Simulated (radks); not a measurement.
Results of a calculation; reference values are marked as such.
Ionisation of neutral carbon, [He] 2s2 2p2, to C+, [He] 2s2 2p1, under several functionals. Non-relativistic Kohn-Sham, spin-polarised, spherical densities, point nucleus; open shells are filled with parallel spins first; a radial shooting solver on a logarithmic mesh with Libxc functionals.

functional                                      E(C) (hartree)  Exc (hartree)  IE (eV)  -e(HOMO) (eV)  <r> HOMO (bohr)  IE error (eV)
OLYP                                                 -37.84292       -5.19586   11.546          5.931            1.739         +0.286
AM05                                                 -37.53632       -4.86088   11.603          6.039            1.738         +0.343
exchange-only B88                                    -37.68186       -5.01827   11.056          5.546            1.757         -0.205
LDA (Slater exchange, Perdew-Wang correlation)       -37.46826       -4.78710   11.763          6.183            1.735         +0.502
exchange-only PBE                                    -37.64772       -4.97962   11.052          5.553            1.767         -0.208
TPSS                                                 -37.85551       -5.20811   11.715          6.164            1.737         +0.454
PBE                                                  -37.79369       -5.13575   11.675          6.099            1.746         +0.415
XLYP                                                 -37.87693       -5.22495   11.595          5.956            1.743         +0.334
r2SCAN                                               -37.81726       -5.16675   11.868          6.386            1.727         +0.608
revPBE                                               -37.84238       -5.18816   11.634          6.060            1.747         +0.374

NIST Atomic Spectra Database: 11.260 eV (measured). Closest: exchange-only B88. The Delta-SCF values span 0.82 eV, the total energies 0.41 hartree. The highest occupied level is 2p. Open shells are spherical and high-spin; term and fine-structure splittings are not resolved.
